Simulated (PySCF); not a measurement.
## Dipole polarisabilities along group 15

Calculated with PySCF 2.14 for the ground configurations, without spin-orbit coupling: coupled response for Hartree-Fock and DFT, finite fields for MP2 and CCSD(T), with N 1s2; P [Ne]; As 3s2 3p6 3d10; Sb 4s2 4p6 4d10; Bi 5s2 5p6 5d10 frozen. Mean α in bohr³, C₆ of like pairs in atomic units.

```
                                                      species  α UHF  α PBE  α PBE0  α MP2  α CCSD(T)  α recommended (Schwerdtfeger and Nagle)  C₆ UHF  C₆ PBE  C₆ PBE0
               N [He] 2s2 2p3 (aug-cc-pVDZ-DK, spin-free X2C)  6.800  7.411   7.109  6.800      6.831                                7.4 ± 0.2   22.16   25.07    23.83
               P [Ne] 3s2 3p3 (aug-cc-pVDZ-DK, spin-free X2C)  24.61  26.12   25.35  24.03      24.05                                   25 ± 1   184.4   197.2    190.5
     As [Ar] 3d10 4s2 4p3 (aug-cc-pVDZ-PP with ECP10MDF, ECP)  29.52  32.01   30.77  29.18      29.28                                   30 ± 1   250.5   273.2    261.0
     Sb [Kr] 4d10 5s2 5p3 (aug-cc-pVDZ-PP with ECP28MDF, ECP)  43.50  46.19   44.56  42.94      43.05                                   43 ± 2   470.4   497.2    477.7
Bi [Xe] 4f14 5d10 6s2 6p3 (aug-cc-pVDZ-PP with ECP60MDF, ECP)  49.26  53.42   51.09  49.20      49.44                                   48 ± 4   572.2   620.4    589.5
```

Hartree-Fock lacks correlation. PBE lies above the recommended values here, as self-interaction makes its density too diffuse. MP2 and CCSD(T) carry the error of the frozen core. All values carry a basis error.
